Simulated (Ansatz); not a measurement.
One change: `C[AsH]C` becomes `CNC`.

Ansatz, PBE0-D4/def2-TZVP geometries, multiplicity 1. 

Scalar relativity is left out up to krypton.

```json
{"property": "ideal-gas entropy at 298 K and 1 bar (rigid rotor, harmonic PBE0-D4/def2-TZVP) / J/(mol·K)", "`C[AsH]C`": "309"}
{"property": "HOMO energy (PBE0/def2-TZVPP) / eV", "`C[AsH]C`": "-6.77"}
{"property": "size of the dipole moment (B3LYP/def2-TZVPP) / D", "`C[AsH]C`": "0.96"}
{"property": "HOMO–LUMO gap (PBE0/def2-TZVPP) / eV", "`C[AsH]C`": "7.44"}
{"property": "HOMO–LUMO gap (PBE/def2-TZVPP) / eV", "`C[AsH]C`": "5.55"}
{"property": "size of the dipole moment (ωB97M-V/def2-TZVPP) / D", "`C[AsH]C`": "0.96"}
```

Question: Give the same properties after the change, and the shifts. (An estimate is asked.)

Answer: Ansatz gave: 
```
                                                                                  property  `CNC`  shift
ideal-gas entropy at 298 K and 1 bar (rigid rotor, harmonic PBE0-D4/def2-TZVP) / J/(mol·K)    271    -38
                                                        HOMO energy (PBE0/def2-TZVPP) / eV  -6.37   0.40
                                          size of the dipole moment (B3LYP/def2-TZVPP) / D   0.93  -0.03
                                                      HOMO–LUMO gap (PBE0/def2-TZVPP) / eV   7.59   0.15
                                                       HOMO–LUMO gap (PBE/def2-TZVPP) / eV   5.34  -0.21
                                        size of the dipole moment (ωB97M-V/def2-TZVPP) / D   0.96   0.00
```

With PBE0 the HOMO rises by 0.40 eV and the LUMO rises by 0.55 eV, so the gap widens by about 0.15 eV. PBE moves the HOMO by 0.75 eV and ωB97M-V by 0.19 eV. Dipoles are sizes alone; their direction can turn.

B3LYP here is the variant with VWN-RPA as its local correlation; programs differ in this.
